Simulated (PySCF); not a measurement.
## Ionisation energy of Sc⁺ by level of theory

Sc⁺ [Ar] 3d1 4s1 (3D) → Sc²⁺ [Ar] 3d1 (2D), as a difference of total energies. Computed with PySCF 2.14 in dyall-av2z, with the non-relativistic Hamiltonian (point nucleus). Correlated levels: valence: [Ar] frozen; virtual orbitals above 40 to 60 times the deepest correlated orbital energy dropped. The calculations carry no spin-orbit coupling.

```
           method  ionisation energy (eV)
              UHF                  12.159
              LDA                  13.186
             PBE0                  12.860
           r2SCAN                  12.801
            TPSSh                  12.693
           B2PLYP                  12.672
            wB97X                  12.317
    MP2 (valence)                  12.226
SCS-MP2 (valence)                  12.181
```

**Question.** Estimate what PW91 gives.

**Answer.** 13.069 eV, closest to LDA among the rows shown.

**Question.** Estimate what PBE gives.

**Answer.** 13.029 eV, closest to LDA among the rows shown.

These non-relativistic numbers lack the scalar-relativistic shift.

Errors of the correlated levels include the incompleteness of this basis and the frozen core.

For comparison: 12.800 eV (measured; NIST Atomic Spectra Database, ionization energies).
